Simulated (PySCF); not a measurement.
## Hf²⁺ (hafnium, charge +2) across methods

[Xe] 4f14 5d2, high-spin 3F determinant. Computed with PySCF 2.14 in aug-cc-pVTZ-PP with ECP60MDF (6s6p5d3f2g, 88 functions), with a scalar-relativistic core potential.

| method | E (hartree) | mean ε 5p α (eV) | mean ε 5p β (eV) | mean ε 5d α (eV) | Σ⟨r²⟩ (bohr²) | ⟨S²⟩ |
| --- | --- | --- | --- | --- | --- | --- |
| B3LYP | -47.6760 | -52.382 | -51.031 | -18.678 | 26.03 | 2.001 |
| UHF | -47.25232 | -59.322 | -56.518 | -22.014 | 25.91 | 2.004 |
| r2SCAN | -47.6827 | -51.332 | -49.955 | -17.909 | 25.90 | 2.002 |
| wB97X | -47.6781 | -55.317 | -53.998 | -20.923 | 25.77 | 2.001 |
| LDA | -47.4947 | -50.283 | -49.194 | -17.631 | 26.25 | 2.000 |
| PBE | -47.6682 | -50.362 | -49.248 | -17.720 | 26.08 | 2.001 |
| BHandHLYP | -47.5851 | -55.193 | -53.356 | -20.020 | 25.90 | 2.002 |
| TPSS | -47.6655 | -50.581 | -49.403 | -17.713 | 25.99 | 2.001 |

Task: Estimate the same row for PBE0.

Result: E (hartree) = -47.6508; mean ε 5p α (eV) = -52.833; mean ε 5p β (eV) = -51.338; mean ε 5d α (eV) = -18.940; Σ⟨r²⟩ (bohr²) = 25.93; ⟨S²⟩ = 2.001.

Energies and moments cover only the electrons outside the core potential. Spin-orbit coupling, absent here, splits the open shell strongly.
